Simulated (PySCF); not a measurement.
## One molecule, a ladder of functionals, a line

Molecule: `[SiH3]C[SiH2]P`, CH9PSi2.

Structure with atom numbers: `[SiH3:1][CH2:2][SiH2:3][PH2:4]`. Hydrogens are named by the atom that carries them.

GIAO shieldings (ppm, equivalent atoms averaged) in PySCF 2.14 on the PBE0-D3(BJ)/def2-SVP geometry, basis pcSseg-2, gas phase, non-relativistic:

```tsv
functional	exact exchange (%)	σ(Si3)	σ(Si1)
BLYP	0	350.3	382.7
BP86	0	363.8	393.0
PBE	0	365.8	395.0
PBE0	25	382.0	408.6
mPW1PW91	25	380.1	406.7
BHandHLYP	50	383.7	410.9
HF	100	418.9	441.7
```

Q: Fit each shielding as a line in the percentage of exact exchange.

A: σ(Si3) = 361.6 + 0.57 x (rms 5.9 ppm); σ(Si1) = 391.3 + 0.50 x (rms 4.6 ppm). The functionals also differ in their semilocal parts, which the line can't hold; Hartree–Fock has no correlation at all.

Q: What does the line predict for B3LYP (20 %), and what does the run give?

A: σ(Si3): 373.0 predicted, 364.1 computed; σ(Si1): 401.3 predicted, 394.1 computed ppm.
